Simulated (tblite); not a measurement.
Q: Write Cartesian coordinates for `c1ccc2c(c1)cccc2S(=O)(C)=O` as optimised with GFN2-xTB.

A: 
```xyz
24
C11H10O2S angstrom
C      2.946   -0.077   -0.788
S      2.321   -0.146    0.921
O      2.320   -1.520    1.349
O      3.084    0.788    1.702
C      0.649    0.495    0.758
C      0.449    1.778    1.179
C     -0.802    2.390    1.011
C     -1.819    1.704    0.408
C     -1.638    0.377   -0.038
C     -2.676   -0.343   -0.666
C     -2.480   -1.628   -1.088
C     -1.240   -2.256   -0.887
C     -0.210   -1.589   -0.283
C     -0.376   -0.256    0.147
H      2.921    0.959   -1.100
H      2.319   -0.693   -1.418
H      3.964   -0.447   -0.781
H      1.271    2.301    1.643
H     -0.948    3.403    1.354
H     -2.784    2.168    0.263
H     -3.631    0.143   -0.804
H     -3.279   -2.172   -1.569
H     -1.107   -3.277   -1.212
H      0.730   -2.082   -0.094
```

Any rigid rotation of these coordinates is as good. Atoms count from 1 in this order. Of the pairs four or more bonds apart, O3···H24 is among the closest relative to their van der Waals radii: 2.22 Å, 82 % of the sum of Bondi's values. S2 (sulfonyl sulfur) is distorted tetrahedral (angles from 102.7° to 117.3°). The 2 C–S bonds span 1.798 Å (S2–C5, drawn single) to 1.821 Å (C1–S2, drawn single), a spread of 0.023 Å. The C–C distances run from 1.365 Å (C5–C6, aromatic) to 1.424 Å (C9–C14, aromatic), a spread of 0.059 Å.

Bonds between heavy atoms (Å): C1–S2 1.821, S2=O3 1.439, S2=O4 1.438, S2–C5 1.798, C5–C6 1.365, C6–C7 1.403, C7–C8 1.367, C8–C9 1.411, C9–C10 1.411, C10–C11 1.367, C11–C12 1.404, C12–C13 1.368, C13–C14 1.410, C5–C14 1.410, C9–C14 1.424.

Computed geometry: GFN2-xTB, gas phase.

Point group: C1 (no symmetry element, even within 0.4 Å). Its GFN2-xTB frequencies are all real (lowest 51 cm⁻¹). One conformer, not necessarily the lowest (C1–S2–C5–C6 -104°).
